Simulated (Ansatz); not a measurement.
```yaml
crystal:
  periodic: [false, false, false]
  atoms:
    - {symbol: Cl, position_ang: [-3.194209, 3.932966, 1.711473]}
    - {symbol: B, position_ang: [-1.517403, 1.515379, 0.391380]}
    - {symbol: C, position_ang: [1.227385, 0.215182, 1.090489]}
    - {symbol: C, position_ang: [0.267574, -1.359925, -1.232991]}
    - {symbol: O, position_ang: [-2.525663, -0.388670, -1.166378]}
    - {symbol: H, position_ang: [2.922223, 1.280182, 0.563796]}
    - {symbol: H, position_ang: [1.299072, -0.713435, 2.711317]}
    - {symbol: H, position_ang: [1.038859, -1.247783, -3.078324]}
    - {symbol: H, position_ang: [-0.406978, -3.330787, -0.764211]}
basis:
  gaussian: {orbitals: aug-cc-pVDZ}
hamiltonian: {xc: {name: BHLYP}, dispersion: d3bj}
accuracy: high
```

```sh
$ ansatz run in.yaml --threads 2 --pin off --events-out ev --progress --plain --max-ram 4352MiB
```

It prints (some lines left out):

```
Functional definition: BHLYP
3270 factors; integrals over basis functions are off by at most 8.3e-9 eV
mean field evaluation 1: about -17318.2049 eV, gradient 8.5e1 eV
mean field evaluation 2: about -16500.4255 eV, gradient 2.4e2 eV
mean field evaluation 4: about -17317.4559 eV, gradient 8.7e1 eV
mean field evaluation 8: about -17347.8517 eV, gradient 3.3e0 eV
mean field evaluation 16: about -17348.0353 eV, gradient 1.9e-3 eV
mean field -17348.03525319 eV, -637.5285366343 hartree, gradient 2.8e-8 eV, S^2 0.000000; 4 other end points of the search recorded, 0 dependent functions left out
reference -17348.03529361 eV, -637.5285381195 hartree; 23, 23 occupied and 132, 132 virtual orbitals, 3270 factors
Total energy: -17348.25697872 eV, -637.5366848969 hartree
```

What is wrong with this run?

The coordinates are in bohr but typed as ångström. The calculation finished and met its thresholds. The result belongs to that input, not to the molecule as meant.
